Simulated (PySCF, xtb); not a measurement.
B(Cl)(Br)(vinyl) (C2H3BBrCl), SMILES C(=C)B(Cl)Br.

GFN2-xTB (xtb) at its own geometry gives an orbital gap of 3.23 eV and a dipole moment of 3.99 D.

The structure is a stationary point at PBE0-D3(BJ)/def2-SVP. The structure was generated by enumeration, and PubChem lists no compound with its InChIKey, so it may never have been made. One conformer was computed; it need not be the lowest.

Q: What does PBE/def2-TZVP (PySCF) give? (Estimate from the structure and the level; the computed values follow.)

A: gap 3.94 eV (levels -7.13 and -3.18 eV), dipole 1.81 D.
